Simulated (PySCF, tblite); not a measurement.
A set of runs on `[CH2]C/C=C\B(F)P` [radical]; the geometry of each is named by its level. Settings lines and outputs come from a driver script.

Species: C4H8BFP (doublet state).
Atom-mapped SMILES: `[CH2:1][CH2:2]/[CH:3]=[CH:4]\[B:5]([F:6])[PH2:7]` (hydrogens: H8, H9 on C1; H10, H11 on C2; H12 on C3; H13 on C4; H14, H15 on P7)

Step 1: GFN2-xTB geometry optimisation, gas phase (tblite 0.8.0) (from a force-field or distance-geometry start)
```json
{"job": {"kind": "relax", "xc": "GFN2-xTB", "basis": "xTB"}, "charge": 0, "multiplicity": 2}
```
```
step      E/eV     max force
  0    -571.70242    2.973
  1    -572.02627    1.717
  2    -572.16019    1.950
...
 78    -572.37847    0.013
 79    -572.37850    0.013
 80    -572.37852    0.015
 81    -572.37855    0.013
 82    -572.37857    0.010
```

Energy lowered by 15.6 kcal/mol over 82 steps; largest atomic force 0.010 eV/Å at the end. «max force» is the largest atomic force in eV/Å.

The run took 0.48 s of wall time on one thread of an Arm Neoverse V1, shared host with 32 logical CPUs at a one-minute load of 8.6.

Step 2: GFN2-xTB harmonic vibrations, gas phase (tblite 0.8.0) (on the GFN2-xTB geometry)
```json
{"job": {"kind": "ir", "xc": "GFN2-xTB", "basis": "xTB"}, "charge": 0, "multiplicity": 2}
```
```
(table of modes left out)
```

39 modes from -125 to 3184 cm⁻¹ (unscaled, harmonic, a negative number standing for an imaginary wavenumber); zero-point energy 65.8 kcal/mol from the real modes; the lowest is imaginary at this level.

On an Arm Neoverse V1 with one thread, shared host with 32 logical CPUs at a one-minute load of 8.6, this took 0.44 s.

Step 3: UKS B3LYP, pcH-1 on B C F H P, non-relativistic, mean-field spin-orbit, GIAO (PySCF 2.14.0) (on the GFN2-xTB geometry)
```json
{"job": {"kind": "epr", "basis": "pcH-1"}, "charge": 0, "multiplicity": 2}
```
```
...
E = -623.28842897 Eh   <S^2> = 0.7537 (exact 0.7500)
g shifts (ppm)      1          2          3
  rmc          -133       -133       -133
  gc              2         34         12
  oz_so           1        551        752
  total        -130        451        631
hyperfine (MHz)  atom isotope    a_iso     a_fc   dipolar eigenvalues
    0   13C      87.15      87.26    -82.08    -81.35    163.43
    1   13C     -35.31     -35.32     -3.14      1.46      1.68
    2   13C       1.37       1.37     -1.09     -0.34      1.43
    3   13C      -1.24      -1.24     -0.51     -0.18      0.69
    4   11B       0.23       0.23     -0.36     -0.15      0.51
    5   19F       1.37       1.38     -1.93     -0.96      2.89
    6   31P      -0.01      -0.01     -0.13     -0.09      0.22
    7    1H     -63.70     -63.71    -39.41     -0.27     39.68
    8    1H     -65.41     -65.43    -40.11      0.39     39.72
    9    1H     128.91     128.91     -5.72     -3.79      9.52
   10    1H     129.90     129.90     -5.87     -3.59      9.46
   11    1H      -1.72      -1.72     -3.53     -3.01      6.54
   12    1H       0.01       0.01     -0.77     -0.76      1.54
   13    1H       0.00       0.00     -0.27     -0.27      0.54
   14    1H       0.13       0.13     -0.28     -0.27      0.55
```

⟨S²⟩ 0.754; g_iso 2.0026. rmc, gc and oz_so are the mass-correction, gauge-correction and orbital-Zeeman/spin–orbit parts of the g shift along its three principal axes; a_iso is the isotropic hyperfine coupling and a_fc its Fermi-contact part. The log counts atoms from 0, this text from 1.

Time: 66 s of wall time (grids of density and orbitals included); peak memory 1.1 GiB. Hardware: one thread of an Arm Neoverse V1, on a shared host.

Geometry of the electronic-property runs (GFN2-xTB):
```
atom  x, y, z in Å
C1    -2.9141    0.2985   -0.1566
C2    -1.5260    0.1954    0.3107
C3    -0.4908    0.2724   -0.7567
C4     0.8233    0.0413   -0.5961
B5     1.5385   -0.3605    0.7102
F6     0.8445   -0.5186    1.8301
P7     3.4606   -0.6503    0.8121
H8    -3.7173    0.2772    0.5531
H9    -3.1498    0.3981   -1.1973
H10   -1.3243    0.9879    1.0494
H11   -1.3901   -0.7287    0.8913
H12   -0.8628    0.5501   -1.7370
H13    1.4402    0.1522   -1.4819
H14    3.7625    0.5009    0.0971
H15    3.5012   -1.4079   -0.3503
```

 GFN2-xTB frequencies show an imaginary mode (125i cm⁻¹), so this geometry is no minimum at that level. (This holds for the electronic-property runs.)

One conformer stands for the species.
